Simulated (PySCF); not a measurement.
I3In, singlet, geometry from GFN2-xTB (such geometries of metal compounds can be far from the true shape) (core potentials on I, In); PBE0/def2-SVP in PySCF.

PySCF was given this input:
```python
from pyscf import gto, scf, dft

mol = gto.M(
    atom='''
In   -0.00000000   -0.00000000    0.00000000
I     2.54499834   -0.41292967   -0.80803752
I    -0.93309036   -1.23964966    2.21202695
I    -1.61190798    1.65257933   -1.40398942
''',
    basis='def2-svp',
    ecp={'I': 'def2-svp', 'In': 'def2-svp'},
    verbose=4,
)

mf = dft.RKS(mol)
mf.xc = 'pbe0'
mf.grids.atom_grid = (99, 590)
mf.grids.prune = None
mf.kernel()
```

Output, abridged:

```
PySCF version 2.14.0

[INPUT] verbose = 4
[INPUT] num. atoms = 4
[INPUT] num. electrons = 96
[INPUT] charge = 0
[INPUT] spin (= nelec alpha-beta = 2S) = 0
[INPUT] symmetry False subgroup None
[INPUT] Mole.unit = angstrom
[INPUT] Symbol           X                Y                Z      unit          X                Y                Z       unit  Magmom
[INPUT]  1 In     0.000000000000   0.000000000000   0.000000000000 AA    0.000000000000   0.000000000000   0.000000000000 Bohr   0.0
[INPUT]  2 I      2.544998340000  -0.412929670000  -0.808037520000 AA    4.809349850073  -0.780323985007  -1.526969611173 Bohr   0.0
[INPUT]  3 I     -0.933090360000  -1.239649660000   2.212026950000 AA   -1.763285229872  -2.342598347810   4.180125115657 Bohr   0.0
[INPUT]  4 I     -1.611907980000   1.652579330000  -1.403989420000 AA   -3.046064620201   3.122922332817  -2.653155485587 Bohr   0.0

nuclear repulsion = 520.480805115926
number of shells = 40
number of NR pGTOs = 244
number of NR cGTOs = 104
basis = def2-svp
ecp = {'I': 'def2-svp', 'In': 'def2-svp'}

******** <class 'pyscf.dft.rks.RKS'> ********
method = RKS
initial guess = minao
damping factor = 0
level_shift factor = 0
DIIS = <class 'pyscf.scf.diis.CDIIS'>
diis_start_cycle = 1
diis_space = 8
diis_damp = 0
SCF conv_tol = 1e-09
SCF conv_tol_grad = None
SCF max_cycles = 50
direct_scf = True
direct_scf_tol = 1e-13
XC library pyscf.dft.libxc version 7.1.2
    S. Lehtola, C. Steigemann, M. J. T. Oliveira, and M. A. L. Marques,  SoftwareX 7, 1–5 (2018)
XC functionals = pbe0
    C. Adamo and V. Barone,  J. Chem. Phys. 110, 6158 (1999)
    M. Ernzerhof and G. E. Scuseria,  J. Chem. Phys. 110, 5029 (1999)
radial grids:
    Treutler-Ahlrichs [JCP 102, 346 (1995); DOI:10.1063/1.469408] (M4) radial grids

becke partition: Becke, JCP 88, 2547 (1988); DOI:10.1063/1.454033
pruning grids: None
grids dens level: 3
symmetrized grids: False
atomic radii adjust function: <function treutler_atomic_radii_adjust>
User specified grid scheme (99, 590)
small_rho_cutoff = 0
Set gradient conv threshold to 3.16228e-05
Initial guess from minao.
tot grids = 233640
init E= -966.612656544669
  HOMO = -1.8588566402814  LUMO = -1.76688382701117  gap/eV = 2.50271
cycle= 1 E= -1079.69998066364  delta_E= -113  |g|= 4.84  |ddm|= 18.9
  HOMO = -0.0146355516199284  LUMO = 0.0817747376504165  gap/eV = 2.62346
cycle= 2 E= -1081.79037577003  delta_E= -2.09  |g|=  3.1  |ddm|= 12.4
  HOMO = -0.312379630202875  LUMO = -0.153888932853832  gap/eV = 4.31275
cycle= 3 E= -1083.42730697874  delta_E= -1.64  |g|= 0.232  |ddm|= 4.37
  HOMO = -0.280252588979277  LUMO = -0.124700194061824  gap/eV = 4.23280
cycle= 4 E= -1083.43942605855  delta_E= -0.0121  |g|= 0.0728  |ddm|= 0.551
  HOMO = -0.284775153602872  LUMO = -0.122974329097568  gap/eV = 4.40282
cycle= 5 E= -1083.44070060051  delta_E= -0.00127  |g|= 0.0291  |ddm|= 0.151
  HOMO = -0.2865529667702  LUMO = -0.126503785764181  gap/eV = 4.35516
cycle= 6 E= -1083.44101239729  delta_E= -0.000312  |g|= 0.00363  |ddm|= 0.048
  HOMO = -0.286687816192867  LUMO = -0.126609651926208  gap/eV = 4.35595
cycle= 7 E= -1083.44101663315  delta_E= -4.24e-06  |g|= 0.000418  |ddm|= 0.00528
  HOMO = -0.286656273717515  LUMO = -0.126596732573812  gap/eV = 4.35544
cycle= 8 E= -1083.44101669064  delta_E= -5.75e-08  |g|= 4.19e-05  |ddm|= 0.000843
  HOMO = -0.286655709850364  LUMO = -0.126590293507845  gap/eV = 4.35560
cycle= 9 E= -1083.44101669141  delta_E= -7.67e-10  |g|= 4.24e-06  |ddm|= 9.31e-05
  HOMO = -0.286655160963664  LUMO = -0.126590460423276  gap/eV = 4.35558
Extra cycle  E= -1083.4410166914  delta_E= 7.28e-12  |g|= 6.13e-06  |ddm|= 1.76e-05
converged SCF energy = -1083.4410166914
```
